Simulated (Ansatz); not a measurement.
Task: Name a neutral molecule of C, N, O, Si and H with HOMO–LUMO gap (PBE0/def2-TZVPP) between 7.05 and 7.35 eV and HOMO energy (B3LYP/def2-TZVPP) between -7.30 and -7.00 eV (Ansatz, PBE0-D4/def2-TZVP geometry).

Result: `C=C[SiH](N)OC` (7.18 eV, -7.28 eV). Other molecules can fit too; these were computed, each in one conformer that needn't be the lowest.

B3LYP here is the variant with VWN-RPA as its local correlation; programs differ in this.
